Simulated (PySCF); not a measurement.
Computed IR spectrum (relative IR intensity) of a molecule C2H6N2Si. Geometry: PBE0-D3(BJ)/def2-SVP. One conformer was computed; it need not be the lowest. Computed with PySCF with PBE0-D3(BJ)/def2-SVP. Frequencies are harmonic and unscaled.

Lines under 2 % of the strongest are left out, and lines within 2 cm⁻¹ are merged.

```tsv
ν (cm⁻¹)	relative intensity
253	6.1
334	49
359	28
380	2.6
403	43
441	78
598	25
736	13
744	12
757	19
776	5.0
824	9.7
894	79
902	57
961	100
1530	37
1538	14
2161	15
2216	70
3474	19
3612	12
3620	16
3716	14
3727	15
```

**Question.** Identify the compound among the candidates.
(A) N#CC[SiH2]N
(B) N[Si@H]1C=NC1
(C) C#C[SiH](N)N

**Answer.** C, C#C[SiH](N)N
